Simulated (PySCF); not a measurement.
**Calculated NMR parameters of 3-acetyl-1-fluorobenzene**

* Formula: C8H7FO
* SMILES: CC(=O)c1cccc(F)c1
* Degrees of unsaturation: 5
* Carbon signals: 8
* Proton signals: 5

Structure with atom numbers: `[CH3:1][C:2](=[O:3])[c:4]1[cH:5][cH:6][cH:7][c:8]([F:9])[cH:10]1`. Hydrogens are named by the atom that carries them.

How the numbers were obtained: PBE0-D3(BJ)/def2-SVP structure, shielding tensors at PBE0/pcSseg-1 (GIAO), in PySCF (non-relativistic, a single conformation, fast rotation and ring inversion assumed for equivalent nuclei, gas phase).

Shifts are taken against calculated references (same method and geometry level): $^{1}$H (σ = 31.27 ppm), $^{13}$C (σ = 184.41 ppm) against TMS; $^{19}$F (σ = 177.25 ppm) against CFCl3; H2O for $^{17}$O (σ = 334.56 ppm).

| carbon | δC, type | δH (multiplicity) | HMBC from (2–3 bonds) | span of the C tensor (ppm) |
| --- | --- | --- | --- | --- |
| C1 | 27.5, CH3 | 2.55 (s) | – | 46 |
| C2 | 197.4, C | – | H(C5), H(C10), H(C1) | 202 |
| C4 | 141.4, C | – | H(C5), H(C6), H(C10), H(C1) | 202 |
| C5 | 129.3, CH | 8.26 (d) | H(C6), H(C10), H(C7) | 235 |
| C6 | 135.5, CH | 7.59 (m) | H(C5), H(C7) | 231 |
| C7 | 125.3, CH | 7.31 (m) | H(C5), H(C6), H(C10) | 195 |
| C8 | 170.0, C | – | H(C6), H(C10), H(C7) | 161 |
| C10 | 120.8, CH | 7.46 (m) | H(C5), H(C7) | 176 |

Other nuclei:
```tsv
atoms	nucleus	environment	δ (ppm)	σ (ppm)
F9	$^{19}$F	aryl fluorine	-111.3	288.6
O3	$^{17}$O	ketone oxygen	657.8	-323.3
```

Carbon types of the structure: 3 × C, 4 × CH, 1 × CH3, which accounts for all hydrogens. δC 197.4: ketone carbonyl carbon; low-lying n→π* states of the double bond to the heteroatom give a large paramagnetic term (-258 ppm). δC 170.0: aromatic carbon bearing fluorine; σ withdrawal by the attached heteroatom moves it downfield of the ring CH carbons. δC 141.4: substituted aromatic carbon. δC 135.5, 129.3, 125.3, 120.8: aromatic CH. δH 8.26, 7.59, 7.46, 7.31: hydrogen on an aromatic CH.

Splittings by $^{19}$F in the carbon and heteronuclear signals aren't shown, as no couplings were computed. Shifts are as computed. Against solution values, carbons near 30 ppm lie about +2 ppm off and those near 130 ppm about +5 ppm. Of 1211 compounds with measured shifts, 218 miss one by over three times the rms of a fit or turn the order of signals round; such compounds aren't used in these exercises. Unscaled 19F shifts against computed CFCl3 carry errors that often reach 10 to 50 ppm. Unscaled 17O shifts of doubly bonded oxygen tend to come out too high, by tens of ppm or more. Experimental scales use liquid or dissolved standards, which lie at an offset from isolated H2O (liquid H2O: subtract about 36 ppm). No couplings were computed; multiplicities are counted from neighbouring protons, with m where these are inequivalent, close in shift, in a saturated or five-membered ring or joined by F or P, and br s for small geminal =CH2 splittings.
